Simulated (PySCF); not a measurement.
C7H12BN.
InChI=1S/C7H12BN/c1-2-7-4-3-5-9(8)6-7/h3-6H,2H2,1,8H3

Torsions of this conformer, `[BH3-:1][n+:2]1[cH:3][cH:4][cH:5][c:6]([CH2:7][CH3:8])[cH:9]1`: C5–C6–C7–C8 89°.

The closed-shell ground state was solved at several levels (PySCF, density fitting, gas phase, non-relativistic). The structure is a single PBE0-D3(BJ)/def2-SVP conformer in the gas phase; no vibrational or solvent corrections.

```tsv
level	basis functions	total energy (Eh)	HOMO (eV)	LUMO (eV)	gap (eV)	dipole (D)
PBE0/def2-SVPD	276	-352.9059	-7.19	-1.88	5.31	6.96
PBE0/pcSseg-1	213	-353.0949	-7.19	-1.87	5.32	7.08
```

Q: What might CAM-B3LYP/pcSseg-1 (213 basis functions) give for the same quantities?

A: Total energy -353.3268 Eh, HOMO -8.54 eV, LUMO -0.80 eV, gap 7.74 eV, dipole 7.23 D.

Q: How far do the dipole and the HOMO energy spread over the levels?

A: The dipole runs from 6.96 to 7.23 D (mean 7.09 D) and the HOMO from -8.54 to -7.19 eV.
